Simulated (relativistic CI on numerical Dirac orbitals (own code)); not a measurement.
Cr3+ in a cubic cluster: L2,3 absorption with charge transfer

Computed with a charge-transfer multiplet model of a cubic metal-ligand cluster with up to one ligand hole, Slater and spin-orbit integrals from Dirac-Coulomb-Breit ions, Slater integrals scaled by 0.8. The ground state mixes d3 with configurations of k ligand holes L, whose averages lie at kΔ + k(k − 1)U_dd/2; a core hole lowers each added d electron by U_cd. 20 K, Lorentzian 0.4 eV and Gaussian 0.3 eV FWHM.

Atomic integrals in eV (Slater integrals scaled, ζ unscaled), ground: F2dd 8.574, F4dd 5.368, zeta_d 0.033; with the core hole: F2dd 9.222, F4dd 5.777, zeta_d 0.047, zeta_core 5.620, F2cd 5.250, G1cd 3.901, G3cd 2.215.

Cluster parameters (eV): Δ = 4.3, U_dd = 6.1, U_cd = 7.3, 10Dq(ligand) = 0.4, V(eg) = 1.9, V(t2g) = -0.9, final-state hopping factor = 0.8.

```
          Case   n_d    d3   d4L     S
10Dq = 1.15 eV  3.26  0.74  0.26  1.50
10Dq = 1.75 eV  3.25  0.75  0.25  1.50
10Dq = 2.35 eV  3.24  0.76  0.24  1.50
```

Weights, n_d and S are thermal averages at 20 K. Photon energies count from the first peak over 30 % of the highest in each spectrum, which can be another peak from case to case. The parameters are a model scan and need not match a compound or its usual spin state. Peaks in eV (height, largest 100):
- 10Dq = 1.15 eV: 0.0 (54), 1.3 (100), 2.2 (90), 4.9 (17), 7.5 (25), 8.8 (66), 10.1 (42), 10.8 (61)
- 10Dq = 1.75 eV: 0.0 (62), 1.4 (100), 2.4 (78), 5.4 (13), 9.0 (81), 10.1 (43), 11.1 (52)
- 10Dq = 2.35 eV: 0.0 (30), 1.2 (62), 2.6 (100), 3.5 (77), 6.0 (16), 7.4 (12), 10.3 (92), 11.3 (43), 12.4 (47)

For the case 10Dq = 1.75 eV, Δ = 4.3 eV is smaller than U_dd = 6.1 eV, the charge-transfer side of the Zaanen-Sawatzky-Allen scheme. With the core hole the configuration with one ligand hole lies at Δ + U_dd − U_cd = 3.1 eV above the one without, against Δ in the ground state. The added d electron screens the hole, so the order of the configurations is kept and charge-transfer satellites are weaker than in photoemission.

With at most 1 ligand hole the space is cut while the next configuration still counts, so covalency is underestimated, and a final configuration with one more ligand hole, which can lie low, is missing from the spectra.
